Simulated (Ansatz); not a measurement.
Relaxation of GeH$_{5}$NTe (8 atoms, charge 0, multiplicity 1), to a largest force component of 0.015 eV/Å in at most 40 steps.

These are results of RKS PBE-D4/def2-SVP in Ansatz 0.2.0, not measurements.

```xyz
8
Properties=species:S:1:pos:R:3
N -1.069 0.314 -0.735
Ge 0.449 0.401 0.256
Te 1.311 -1.979 0.534
H -1.333 1.361 -0.900
H -0.861 -0.032 -1.702
H 0.157 1.035 1.647
H 1.537 1.268 -0.474
H -0.100 -2.426 1.318
```

Q: Where does it end, and by what steps?

A: It converged. After 9 steps the energy has fallen by 0.185 eV; H7 moved furthest, 0.22 Å.

```tsv
step	energy less start (eV)	largest force component (eV/Å)	accepted
0	0.0000	1.990	yes
1	-0.1184	1.032	yes
2	-0.1653	0.630	yes
3	-0.0847	0.697	no
4	-0.1824	0.125	yes
5	-0.1841	0.075	yes
6	-0.1847	0.035	yes
7	-0.1852	0.033	yes
8	-0.1852	0.021	yes
9	-0.1853	0.009	yes
```

```xyz
8
Properties=species:S:1:pos:R:3
N -1.057 0.360 -0.746
Ge 0.506 0.443 0.248
Te 1.351 -1.975 0.565
H -1.508 1.277 -0.859
H -0.913 -0.044 -1.679
H 0.118 1.121 1.589
H 1.727 1.183 -0.392
H -0.131 -2.424 1.219
```

Run time: 6.3 s on 2 threads of AMD EPYC 9R45 96-Core Processor (Zen 5) (shared host), peak memory 0.18 GiB.
